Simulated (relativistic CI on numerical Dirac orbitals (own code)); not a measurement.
**Ir XXIX: sensitivity of the levels to the model**

Base calculation: Dirac-Coulomb-Breit CI, KLI orbitals optimised for each configuration, model QED, unscaled Slater integrals.

CI space (outside the closed core [Ar] 3d10): 4s2.4p6.4d10.4f3, 4s2.4p6.4d9.4f4, 4s2.4p6.4d10.4f2.5s, 4s2.4p6.4d10.4f2.5p, 4s2.4p6.4d10.4f.5s2, 4s2.4p6.4d10.4f.5s.5p, 4s2.4p5.4d10.4f4, 4s2.4p6.4d10.4f2.5d, 4s2.4p6.4d10.4f.5p2, 4s2.4p6.4d10.4f.5s.5d, 4s.4p6.4d10.4f4, 4s2.4p6.4d9.4f2.5s2, 4s2.4p6.4d10.4f2.5f, 4s2.4p6.4d10.4f2.6s, 4s2.4p6.4d10.4f.5d2, 4s2.4p6.4d10.4f2.6p. Levels of other configurations are missing.

The lowest level and the first level of each name with at least 55 % of one term (blank where a level has no safe partner in the second run):

| Level | Base (cm⁻¹) | Shift (cm⁻¹) |
| --- | --- | --- |
| 4s2.4p6.4d10.4f3 4I°_9/2 | 0 | 0 |
| 4s2.4p6.4d10.4f3 4I°_11/2 | 27539 | +1734 |
| 4s2.4p6.4d10.4f3 4F°_3/2 | 41462 | -715 |
| 4s2.4p6.4d10.4f3 4I°_13/2 | 49640 | +3146 |
| 4s2.4p6.4d10.4f3 4F°_5/2 | 59526 | +68 |
| 4s2.4p6.4d10.4f3 4S°_3/2 | 67691 | +738 |
| 4s2.4p6.4d10.4f3 4I°_15/2 | 67840 | +4232 |
| 4s2.4p6.4d10.4f3 4G°_5/2 | 68812 | +352 |
| 4s2.4p6.4d10.4f3 4G°_7/2 | 81845 | +1079 |
| 4s2.4p6.4d10.4f3 2K°_13/2 | 88999 | +2994 |
| 4s2.4p6.4d10.4f3 4F°_9/2 | 89193 | +2698 |
| 4s2.4p6.4d10.4f3 2H°_11/2 | 90813 | +2922 |
| 4s2.4p6.4d10.4f3 2P°_1/2 | 100707 | +813 |
| 4s2.4p6.4d10.4f3 4G°_9/2 | 103747 | +2514 |
| 4s2.4p6.4d10.4f3 4D°_1/2 | 134241 | +2175 |
| 4s2.4p6.4d10.4f3 2I°_13/2 | 139631 | +4020 |
| 4s2.4p6.4d10.4f3 4D°_7/2 | 141506 | +1993 |
| 4s2.4p6.4d10.4f3 2L°_17/2 | 143852 | +5085 |
| 4s2.4p6.4d10.4f3 2F°_7/2 | 183124 | +2993 |
| 4s2.4p6.4d10.4f3 2G°_9/2 | 193753 |  |
| 4s2.4p6.4d10.4f2.5s 4H_7/2 | 1238336 | -3986 |
| 4s2.4p6.4d10.4f2.5s 4F_3/2 | 1261613 | -4338 |

At this charge energies of transitions that change n are usually good to better than 1 %, and those within a shell (Δn = 0) to a few per cent. Terms inside the open d or f shell come out 10 to 20 % too wide with unscaled integrals.

Problem. One thing was changed in a second run, which moved the levels as shown. Which?
A. Breit term removed
B. configuration mixing switched off
C. QED terms removed
D. valence Slater integrals scaled by 0.9
E. non-relativistic limit

Solution. A. Breit term removed. The Breit term mainly narrows fine-structure intervals, so removing it widens them.

LS names give the leading component of a level, which can be under half, so a name can repeat, a term be missing and a line seem to break the LS rules.
